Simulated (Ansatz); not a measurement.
CH₅NOSi (`NC(=O)[SiH3]`), relaxed with RKS PBE-D4/def2-SVP in Ansatz 0.2.0 from a rough embedded geometry. The force threshold is 0.03 eV/Å; the program also tests the step.

The species carries charge 0 and has multiplicity 1.

Start:

```xyz
9

N    -1.531   -0.225   -0.004
C    -0.292   -0.693   -0.017
O    -0.086   -1.885   -0.061
Si    1.188    0.406   -0.036
H    -2.339   -0.850    0.026
H    -1.782    0.812    0.096
H     2.082    0.202    1.175
H     2.012    0.331   -1.248
H     0.748    1.902    0.069
```

Problem. How much energy does the relaxation release, and in how many steps? (Best estimate.)

Solution. Ansatz gave: 0.33 eV, in 5 steps.

Problem. Which bonds change most? (An estimate is asked.)

Solution. The calculation gave: C2–Si4 from 1.844 to 1.941 Å; N1–H6 from 1.072 to 1.019 Å; Si4–H9 from 1.562 to 1.511 Å; N1–C2 from 1.325 to 1.368 Å.

Problem. Give the relaxed structure. (Best estimate.)

Solution. The calculation gave: 
```xyz
9

N    -1.570   -0.215    0.030
C    -0.300   -0.717   -0.026
O    -0.045   -1.919   -0.087
Si    1.202    0.513   -0.009
H    -2.362   -0.866    0.026
H    -1.753    0.787    0.082
H     2.041    0.172    1.187
H     1.983    0.276   -1.267
H     0.804    1.969    0.063
```
